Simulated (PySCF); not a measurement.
Bonds (- single, = double, # triple, : aromatic): C1-N2, N2-C3, N2-Si4, Si4-Si5, Si5-C6, C6-C7, C6-Si8, Si8-Si4. C1 carries H9, H10, H11; C3 carries H12, H13, H14; Si4 carries H15; Si5 carries H16, H17; C6 carries H18; C7 carries H19, H20, H21; Si8 carries H22, H23. Stereochemistry as in CN(C)[Si@H]1[SiH2][C@H](C)[SiH2]1. H17, H23 are cis to N2 on the ring; H16, H22 are trans to N2 on the ring.

PySCF 2.14.0 with density-fitted response routines calculation with geometry: GFN2-xTB and GIAO PBE0/pcSseg-1 shieldings; one averaged value for each set of equivalent atoms, gas phase, one conformer, relativity neglected.

**Question.** List the cross peaks expected in HSQC, COSY and HMBC spectra.

**Answer.** 

HSQC (one-bond C–H):
```
                           δH            δC
2.59 (H9/H10/H11/H12/H13/H14)  43.8 (C1/C3)
           1.34 (H19/H20/H21)     21.6 (C7)
                   1.14 (H18)      1.4 (C6)
```

COSY cross peaks (H two or three bonds apart, from the bond graph; peaks can be absent where the dihedral angle is near 90°):
```
                δH              δH
        5.97 (H15)  4.90 (H17/H23)
        5.97 (H15)  4.24 (H16/H22)
    4.90 (H17/H23)  4.24 (H16/H22)
    4.90 (H17/H23)      1.14 (H18)
    4.24 (H16/H22)      1.14 (H18)
1.34 (H19/H20/H21)      1.14 (H18)
```

HMBC (two and three bonds, from the bond graph):
```
                           δH                      δC
                   5.97 (H15)  43.8 (C1/C3), 1.4 (C6)
               4.90 (H17/H23)     21.6 (C7), 1.4 (C6)
               4.24 (H16/H22)     21.6 (C7), 1.4 (C6)
2.59 (H9/H10/H11/H12/H13/H14)            43.8 (C1/C3)
           1.34 (H19/H20/H21)                1.4 (C6)
                   1.14 (H18)               21.6 (C7)
```

Referencing at the same level of theory: 1H (31.72 ppm), 13C (186.93 ppm) against TMS.

Short H···H contacts in this conformer between protons four or more bonds apart (candidates for NOE cross peaks, intensity ∝ r⁻⁶): H12···H15 2.37 Å, H10···H23 2.71 Å.

Shifts are as computed. Against solution values, carbons near 30 ppm lie about +3 ppm off and those near 130 ppm about +5 ppm. Of 1309 compounds with measured shifts, 239 miss one by over three times the rms of a fit or turn the order of signals round; such compounds aren't used in these exercises.
